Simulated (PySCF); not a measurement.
C2H2O3Si.

```xyz
8

O      2.2390     0.0000     0.6538
C      1.1159     0.0000     0.2643
O      0.0000     0.0000     1.1411
C     -1.1159     0.0000     0.2643
O     -2.2390     0.0000     0.6538
Si     0.0000     0.0000    -1.3198
H      0.0000    -1.2319    -2.1419
H      0.0000     1.2319    -2.1419
```
Charge 0, spin multiplicity 1.

Coordinates come from a TPSSh-D3(BJ)/def2-SVP optimisation.

Level of theory: PySCF with HF/pcSseg-1. Non-relativistic, no solvent.

Computed absolute GIAO shielding of each atom: isotropic value and principal components (ppm):
```tsv
atom	σ(iso)	σ11	σ22	σ33	span
O1	-237.1	-708.2	-319.4	316.5	1024.8
C2	7.5	-125.0	66.5	81.1	206.1
O3	-179.2	-404.4	-100.9	-32.3	372.0
C4	7.5	-125.0	66.5	81.1	206.1
O5	-237.1	-708.2	-319.4	316.5	1024.8
Si6	413.8	357.7	376.5	507.3	149.6
H7	26.7	24.3	25.2	30.6	6.3
H8	26.7	24.3	25.2	30.6	6.3
```
